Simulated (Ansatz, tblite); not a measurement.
Spin states of Sn8 (the lowest singlet isomer of a short search), each relaxed with PBE-D4/def2-SVP in Ansatz. Electronic energies in the gas phase.

In the def2 sets Sn takes a core potential; there is no spin–orbit coupling. The xTB rows come from tblite. The structure comes from a short search, and lower isomers may exist.

Singlet geometry:

```xyz
8

Sn   -0.953   -1.589   -1.842
Sn    0.202   -0.335    1.520
Sn   -0.495    2.560    1.269
Sn    2.328    1.585    0.688
Sn    0.141    1.386   -1.535
Sn   -0.793   -2.884    0.741
Sn   -2.436    0.390    0.049
Sn    2.007   -1.114   -0.890
```

Triplet geometry (Cs within 0.1 Å):

```tsv
atom	x (Å)	y (Å)	z (Å)
Sn1	-1.1428	2.0388	0.6345
Sn2	-0.6550	-0.6269	-1.1449
Sn3	-0.0629	-2.8013	0.8797
Sn4	2.2628	-1.4754	-0.5927
Sn5	0.8623	-0.0117	1.8093
Sn6	-0.7904	2.0366	-2.3906
Sn7	-2.1876	-0.7079	1.5343
Sn8	1.7136	1.5476	-0.7296
```

Quintet geometry (D2d within 0.1 Å):

```xyz
8

Sn    0.3486    0.9541   -2.6748
Sn   -1.4351   -0.5107    1.4777
Sn    1.1053    0.7999    2.5169
Sn    1.0655   -2.2417    1.4268
Sn    2.1066    0.0655   -0.2592
Sn   -2.5201    0.4873   -1.2686
Sn   -0.3112    2.1002    0.0637
Sn   -0.3597   -1.6546   -1.2824
```

⟨S²⟩: triplet 2.02 at PBE0-D4/def2-SVP (pure 2.00), quintet 6.03 at PBE0-D4/def2-SVP (pure 6.00).

Run but left out: MP2/def2-SVP (triplet: ⟨S²⟩ 2.19, where a pure state has 2.00); MP2/def2-SVP (quintet: ⟨S²⟩ 6.21, where a pure state has 6.00).

Only these spin states were relaxed. The triplet has other bonds than the singlet, so the gap mixes isomer and spin. The quintet has other bonds than the singlet, so the gap mixes isomer and spin.

```tsv
level	triplet − singlet (kJ/mol)	quintet − singlet (kJ/mol)	lowest of these	remarks
GFN1-xTB	15.7	163.6	singlet	–
GFN2-xTB	51.3	211.5	singlet	–
HF/def2-SVP	-2.0	65.2	triplet	restricted singlet, untested (singlet), spin-contaminated (⟨S²⟩ 2.19) (triplet), spin-contaminated (⟨S²⟩ 6.21) (quintet)
PBE-D4/def2-SVP	29.9	113.7	singlet	–
PBE0-D4/def2-SVP	23.2	109.0	singlet	restricted singlet, untested (singlet)
```

The xTB methods have no term that favours high spin, so they put low spin too low.
